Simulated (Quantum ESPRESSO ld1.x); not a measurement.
Question: Species: Tb25+. Configuration: [Kr] 4d4. All-electron calculation, scalar-relativistic Kohn-Sham, PBE, spin-unpolarised, spherical densities, point nucleus. Program: ld1.x of Quantum ESPRESSO 7.5. Some entries of the table are withheld. Estimate them.

orbital,occ.,eigenvalue (eV),<r^2> (bohr^2)
1s,2,(1),(2)
2s,2,-9403.92,0.009881
2p,6,-8445.80,(3)
3s,2,-2695.70,0.06467
3p,6,-2400.08,0.06467
3d,10,-2018.99,0.05386
4s,2,-1090.03,0.2850
4p,6,-984.251,0.3064
4d,4,(4),(5)
5s,0,-579.655,0.9162
5p,0,(6),0.9990

Answer: 
(1) 1s eigenvalue (eV): -52667.3
(2) 1s <r^2> (bohr^2): 0.0006315
(3) 2p <r^2> (bohr^2): 0.007982
(4) 4d eigenvalue (eV): -841.806
(5) 4d <r^2> (bohr^2): 0.3218
(6) 5p eigenvalue (eV): -534.776
